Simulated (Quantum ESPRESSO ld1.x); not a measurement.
Results of a calculation; reference values are marked as such.
Task: These are the eigenvalues of the occupied orbitals of an atom or ion with whole-number occupations (eV). Code: ld1.x of Quantum ESPRESSO 7.5. Model: scalar-relativistic Kohn-Sham, LDA (Slater exchange, Perdew-Zunger correlation), spin-polarised, spherical densities, point nucleus.

| orbital | eigenvalue |
|---|---|
| 1s up | -15083.2 |
| 1s down | -15082.9 |
| 2s up | -2077.15 |
| 2s down | -2076.97 |
| 2p up | -1851.34 |
| 2p down | -1851.09 |
| 3s up | -367.527 |
| 3s down | -367.178 |
| 3p up | -295.026 |
| 3p down | -294.633 |
| 3d up | -174.608 |
| 3d down | -174.149 |
| 4s up | -94.9985 |
| 4s down | -92.5082 |
| 4p up | -76.3688 |

Which element is it, and in what charge state? The configuration may be excited. Open shells, if any, are filled with parallel spins first.

Result: Z = 37, rubidium, charge +5: Rb5+ in [Ar] 3d10 4s2 4p2. The list shows which subshells hold electrons but not how many an open one holds; the 1s level, -554.3 hartree, gives Z - s = 33.3 by -(Z - s)^2/2, which with screening and relativity narrows Z to a few neighbours, and the depths of the outer levels then fix element, charge and occupations together.
